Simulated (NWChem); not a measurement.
System: C$_{4}$H$_{4}$F$_{2}$; SMILES C#CCC(F)F

Parts of the log:

```
             Northwest Computational Chemistry Package (NWChem) 7.3.0
             --------------------------------------------------------

 C1  symmetry detected

                             Geometry "geometry" -> ""
                             -------------------------

 Output coordinates in angstroms (scale by  1.889725989 to convert to a.u.)

  No.       Tag          Charge          X              Y              Z
 ---- ---------------- ---------- -------------- -------------- --------------
    1 C                    6.0000     0.18404693     2.71553892    -0.16578525
    2 C                    6.0000    -0.24783272     1.61023065     0.07014209
    3 C                    6.0000    -0.76413837     0.27618082     0.33325070
    4 C                    6.0000     0.04170811    -0.82527529    -0.33010823
    5 F                    9.0000    -0.55294428    -2.01197197    -0.07649295
    6 F                    9.0000     1.28675533    -0.86778592     0.18222403
    7 H                    1.0000     0.56973833     3.69775912    -0.36840189
    8 H                    1.0000    -1.80472659     0.19186399    -0.02013097
    9 H                    1.0000    -0.77170870     0.06632432     1.41607727
   10 H                    1.0000     0.11969378    -0.69817702    -1.42411991

 Effective nuclear repulsion energy (a.u.)     219.8341006425

                                 NWChem DFT Module
                                 -----------------

 Summary of "ao basis" -> "ao basis" (spherical)
 ------------------------------------------------------------------------------
       Tag                 Description            Shells   Functions and Types
 ---------------- ------------------------------  ------  ---------------------
 C                          def2-svp                 6       14   3s2p1d
 F                          def2-svp                 6       14   3s2p1d
 H                          def2-svp                 3        5   2s1p

            General Information
            -------------------
          SCF calculation type: DFT
          Wavefunction type:  closed shell.
          No. of atoms     :    10
          No. of electrons :    46
           Alpha electrons :    23
            Beta electrons :    23
          Charge           :     0
          Spin multiplicity:     1
          Use of symmetry is: off; symmetry adaption is: off
          Maximum number of iterations: 150
          AO basis - number of functions:   104
                     number of shells:    48
          Convergence on energy requested:  1.00D-06
          Convergence on density requested:  1.00D-05
          Convergence on gradient requested:  5.00D-04

              XC Information
              --------------
                   Becke 97-D Method XC Functional
                  Becke 1997-D Exchange Functional  1.000
                Becke 1997-D Correlation Potential  1.000

             Grid Information
             ----------------
          Grid used for XC integration:  medium
          Radial quadrature: Mura-Knowles
          Angular quadrature: Lebedev.
          Tag              B.-S. Rad. Rad. Pts. Rad. Cut. Ang. Pts.
          ---              ---------- --------- --------- ---------
          C                   0.70       49          11.0       434
          F                   0.50       49          14.0       434
          H                   0.35       45          11.0       434
          Grid pruning is: on
          Number of quadrature shells:   474
          Spatial weights used:  Erf1

      Superposition of Atomic Density Guess
      -------------------------------------

 Sum of atomic energies:        -351.08138089

      Non-variational initial energy
      ------------------------------

 Total energy =    -353.868168
 1-e energy   =    -918.379831
 2-e energy   =     344.677562
 HOMO         =      -0.326283
 LUMO         =       0.056231

     ---------------------------------------------
      Total Density - Mulliken Population Analysis
     ---------------------------------------------

    Atom       Charge   Shell Charges
 -----------   ------   -------------------------------------------------------
    1 C    6     6.48   1.99  0.99  0.65  1.98  0.85  0.03
    2 C    6     5.86   1.99  0.97  0.23  1.90  0.72  0.04
    3 C    6     6.10   1.99  0.96  0.12  2.02  0.98  0.03
    4 C    6     5.08   1.99  0.88  0.20  1.44  0.47  0.10
    5 F    9     9.42   1.99  1.14  0.77  3.46  2.06  0.00
    6 F    9     9.42   1.99  1.14  0.77  3.46  2.06  0.00
    7 H    1     0.87   0.63  0.22  0.03
    8 H    1     0.87   0.66  0.19  0.02
    9 H    1     0.88   0.66  0.20  0.02
   10 H    1     0.99   0.72  0.25  0.02

   convergence    iter        energy       DeltaE   RMS-Dens  Diis-err
 ---------------- ----- ----------------- --------- --------- ---------
 d= 0,ls=0.0,diis     1   -353.8401035602 -5.74D+02  2.02D-02  1.12D+00
 d= 0,ls=0.0,diis     2   -353.6939905207  1.46D-01  1.14D-02  2.85D+00
 d= 0,ls=0.0,diis     3   -353.9482010048 -2.54D-01  4.50D-03  1.70D-01
 d= 0,ls=0.0,diis     4   -353.9458208680  2.38D-03  2.43D-03  1.73D-01
 d= 0,ls=0.0,diis     5   -353.9681379199 -2.23D-02  5.70D-04  4.55D-03
  Resetting Diis
 d= 0,ls=0.0,diis     6   -353.9685728370 -4.35D-04  1.50D-04  2.10D-04
 d= 0,ls=0.0,diis     7   -353.9685995961 -2.68D-05  4.46D-05  5.03D-06
 d= 0,ls=0.0,diis     8   -353.9685990471  5.49D-07  2.57D-05  1.15D-05
 d= 0,ls=0.0,diis     9   -353.9686001437 -1.10D-06  5.29D-06  3.60D-07
 d= 0,ls=0.0,diis    10   -353.9686001725 -2.88D-08  1.90D-06  8.27D-08

         Total DFT energy =     -353.968600172535
      One electron energy =     -922.068068471636
           Coulomb energy =      392.132579366349
    Exchange-Corr. energy =      -43.859671885345
 Nuclear repulsion energy =      219.834100642483

    Dispersion correction =       -0.007539824386

 Numeric. integr. density =       45.999999846442

[...]
```

Level: B97-D/def2-SVP. Geometry: optimised at PBE0/def2-SVP.

Problem. Reconstruct the input file.

Solution. This is not unique; one that fits is the input that was run:
```
start job
memory heap 200 mb stack 900 mb global 1100 mb
geometry units angstroms noautoz
  C      0.211802     2.723299    -0.192519
  C     -0.217500     1.624683     0.076982
  C     -0.731814     0.298443     0.380388
  C      0.028725    -0.817450    -0.311712
  F     -0.562965    -1.995687    -0.015331
  F      1.298022    -0.866851     0.136483
  H      0.595562     3.699625    -0.425078
  H     -1.789923     0.220655     0.081781
  H     -0.685632     0.099654     1.464344
  H      0.051528    -0.702208    -1.409572
end
basis spherical
  * library def2-svp
end
dft
  xc becke97-d
  disp vdw 2
  iterations 150
  mulliken
end
task dft energy
```
